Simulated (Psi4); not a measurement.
A dimer, H3N ··· F- (SMILES N and [F-]) (charge -1); the first 4 atoms form monomer A.

```
5

N     -0.0017    -0.0002     0.2791
H     -0.5994    -0.7272    -0.0972
H     -0.3293     0.8833    -0.0944
H      0.9304    -0.1559    -0.0874
F     -1.1279     3.0438    -1.4379
```

Q: What interaction energy does SAPT0/jun-cc-pVDZ, frozen core (Psi4) give, and which attractive term is the largest?

A: Total -33.81 kJ/mol: electrostatics -27.27, exchange 3.71, induction -9.22, dispersion -1.04. The most attractive term is electrostatics.
